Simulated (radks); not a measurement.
K2+, 17 electrons, occupied as [Ne] 3s2 3p5. Calculated with a radial shooting solver on a logarithmic mesh with Libxc functionals: Dirac Kohn-Sham, SOGGA, spin-unpolarised, spherical densities, finite nucleus; open shells fill j = l - 1/2 first; Fermi nuclear charge, rms radius 3.4349 fm.

Unscreened Slater integrals over Kohn-Sham orbitals (eV). Large and small components are both included.

\begin{tabular}{lr}
integral & value \\ \hline
F0(3p3/2,3p3/2) & 18.122 \\
F2(3p3/2,3p3/2) & 9.1344 \\
F0(3p3/2,3p1/2) & 18.169 \\
G2(3p3/2,3p1/2) & 9.1549 \\
F0(3p3/2,3s1/2) & 18.929 \\
G1(3p3/2,3s1/2) & 12.589 \\
F0(3p3/2,2p3/2) & 24.667 \\
F2(3p3/2,2p3/2) & 4.5043 \\
G0(3p3/2,2p3/2) & 1.7858 \\
G2(3p3/2,2p3/2) & 1.8184 \\
F0(3p1/2,3p1/2) & 18.216 \\
F0(3p1/2,3s1/2) & 18.983 \\
G1(3p1/2,3s1/2) & 12.632 \\
F0(3p1/2,2p3/2) & 24.785 \\
G2(3p1/2,2p3/2) & 1.8215 \\
F0(3s1/2,3s1/2) & 19.855 \\
F0(3s1/2,2p3/2) & 26.397 \\
G1(3s1/2,2p3/2) & 2.0653 \\
F0(2p3/2,2p3/2) & 70.939 \\
F2(2p3/2,2p3/2) & 33.089 \\
\end{tabular}
